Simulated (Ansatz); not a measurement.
Reactions of AsH$_{7}$Si$_{2}$, SMILES `[SiH3][AsH][SiH3]`.

Calculated with Ansatz (gas phase, PBE0-D4/def2-TZVP geometries, no zero-point term in ΔE). CCSD(T)/CBS is the MP2 limit (def2-TZVPP, def2-QZVPP) plus CCSD(T) − MP2 in def2-TZVPP, frozen cores. This one scheme is used for every species. Functionals use def2-TZVPP. For As, Ge, Se outer-core shells are correlated without core-valence functions, which leaves a few kJ/mol of doubt a bond. Scalar relativity is left out up to krypton. One conformer a species, not always the lowest.

```
                                                                              reaction  PBE-D4 (eV)  r2SCAN-D4 (eV)  MP2/CBS(def2) (eV)  CCSD(T)/CBS(def2) (eV)
                `[SiH3][AsH][SiH3]` + `N=C[SeH]` → `[SiH3]/N=C\[SeH]` + `[SiH3][AsH2]`        -0.03           -0.11               -0.08                   -0.07
`[SiH3][AsH][SiH3]` + `F[CH]1[O][GeH2]1` → `F[C@@H]1[O][Ge@H]1[SiH3]` + `[SiH3][AsH2]`         0.06            0.07                0.16                    0.10
    `[SiH3][AsH][SiH3]` + `N[SiH](O)[SiH3]` → `N[SiH]([SiH3])O[SiH3]` + `[SiH3][AsH2]`        -0.51           -0.66               -0.66                   -0.68
                                  `[SiH3][AsH][SiH3]` + CH₃OH → `CO[AsH][SiH3]` + SiH₄         0.78            0.76                0.84                    0.79
```

Largest T1 diagnostic: 0.016, for `F[C@@H]1[O][Ge@H]1[SiH3]`.
